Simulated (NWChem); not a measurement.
Species: triflic acid (CHF3O3S); SMILES S(=O)(C(F)(F)F)(=O)O

```xyz
9

O     -1.1722    -1.2145    -0.8145
S      0.1359    -0.8602     0.0540
O     -0.0900    -1.2603     1.4239
O      1.2831    -1.2361    -0.7242
C      0.0145     0.9916     0.0077
F      0.9812     1.4979     0.7440
F      0.1233     1.4210    -1.2311
F     -1.1582     1.3562     0.5015
H     -1.9207    -1.3365    -0.2076
```
Atoms are numbered in this order, from 1.

Computed with NWChem. Coordinates come from a PBE0/def2-SVP optimisation. Level: PBE/def2-SVP with COSMO at NWChem's default radii, gas-phase geometry; rows give the dielectric constant.

For dielectric constant 1.5:

```yaml
electrostatic solvation energy (kcal/mol): -2.4
dipole in solution (D): 2.82
```

Task: Estimate the same quantities for dielectric constant 7.6.

Result: The electrostatic solvation energy (kcal/mol) is -6.8 and the dipole in solution (D) is 3.23.
